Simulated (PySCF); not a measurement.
CsH: one state, many levels of theory

State: ¹Σ⁺ (singlet), closed shell. Set-up: PySCF, scalar-relativistic core potentials, basis sets Cs def2-SVP with ECP46, H def2-SVP. De refers to Cs + H in their ground configurations, without counterpoise correction. A positive dipole means Cs(−)H(+).

```csv
Level,Re (Å),ωe (cm⁻¹),De (eV),μ (D),"CPU s a point (SCF and correlation, without the integrals)"
RHF,2.664,854,0.73,-9.91,0.011
RHF-MP2,2.606,878,1.16,n/a,0.018
RHF-SCS-MP2,2.611,873,1.28,n/a,n/a
RHF-CCSD,2.618,847,1.34,n/a,n/a
RHF-CCSD(T),2.617,846,1.35,n/a,0.19
PBE,2.582,843,1.65,-7.36,0.22
r²SCAN,2.595,856,1.68,-8.28,0.31
r²SCANh,2.592,864,1.65,-8.44,0.31
B3LYP,2.594,855,1.72,-8.04,0.23
PBE0,2.577,872,1.58,-8.17,0.32
CAM-B3LYP,2.592,877,1.72,-8.71,0.27
B2PLYP,2.598,866,1.54,-8.86,0.16
```

(1) Which functional lies closest to RHF-CCSD(T) in De, which farthest, and by how much do they differ from it?

(2) What does a quarter of exact exchange do here, going from PBE to PBE0?

(3) What does the step from GGA to meta-GGA do here, going from PBE to r²SCAN?

Correlated steps freeze no core orbitals. Correlated levels converge slowly with the basis: in double zeta they bind strong bonds too weakly, by up to about 1 eV, and carry superposition errors of some tenths. Spin–orbit coupling is left out. Where the molecule has an RHF reference, its open-shell atoms are computed with UHF. B2PLYP dipoles, levels and charges come from its SCF part alone. The CCSD T1 diagnostic is raised, a sign that a single reference may not be enough here.

The whole job (state search and all levels along the bond) took about 0.5 min on 1 thread of Arm Neoverse V2 (shared host), peak memory 0.36 GiB.

## Answers

(1) Closest is B2PLYP (-1.9 pm in Re, +2.4 % in ωe, +0.19 eV in De against RHF-CCSD(T) in the same basis), farthest B3LYP (-2.3 pm in Re, +1.1 % in ωe, +0.37 eV in De). CCSD(T) converges more slowly with the basis than the functionals do and binds too weakly in this one, so the order can change at the basis-set limit.

(2) PBE0 less PBE: -0.5 pm in Re, +3.4 % in ωe, -0.07 eV in De. Exact exchange removes part of the self-interaction that spreads semilocal densities, and in most molecules shortens and stiffens the bond and lowers De; so it does here.

(3) r²SCAN less PBE: +1.3 pm in Re, +1.5 % in ωe, +0.03 eV in De.
